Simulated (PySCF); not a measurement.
Homolysis of single bonds, series Si Br-NH2. Gas-phase values, no solvent. One relaxed conformer stands for each flexible species; it need not be the lowest. Strings in code marks are SMILES. All members: neutral, multiplicity 1. Level: B3LYP-D3(BJ)/def2-TZVP (PySCF), beside PBE-D3(BJ)/def2-TZVP // B3LYP-D3(BJ)/def2-TZVP (PySCF) at the same geometries. B3LYP has the VWN-RPA correlation part, as in Gaussian.  Orbital energies are measured against the vacuum level.

```csv
species,"HOMO, PBE (eV)","HOMO, B3LYP-D3(BJ) (eV)"
`Br[Si](Br)(Br)Br`,-7.41,-8.42
`N[Si](Br)(Br)Br` (H–N–Si–Br torsion 76°),-6.74,-7.86
"`N[Si](N)(Br)Br` (H–N–Si–Br torsion -64°, Br–Si–N–H torsion -32°)",-6.43,-7.53
`N[Si](N)(N)Br`,-5.70,withheld
`N[Si](N)(N)N`,-5.19,-6.41
```

Q: Fit y = a + b·x, y being the HOMO at the first level, to the 4 complete rows by least squares, with x = the PBE value in eV. Give a, b and the rms residual, and predict the withheld value.

A: Means of the 4 rows: x̄ = -6.4425, ȳ = -7.555 eV. Σ(x − x̄)² = 2.5935 and Σ(x − x̄)(y − ȳ) = 2.362, so b = 0.911 and a = ȳ − b·x̄ = -1.686 eV. The rms residual is 0.020 eV. At x = -5.7 the line gives -6.88 eV. The run for `N[Si](N)(N)Br` gave -6.91 eV, so the line is off by 0.03 eV, within twice the rms residual.

Codes: PySCF.
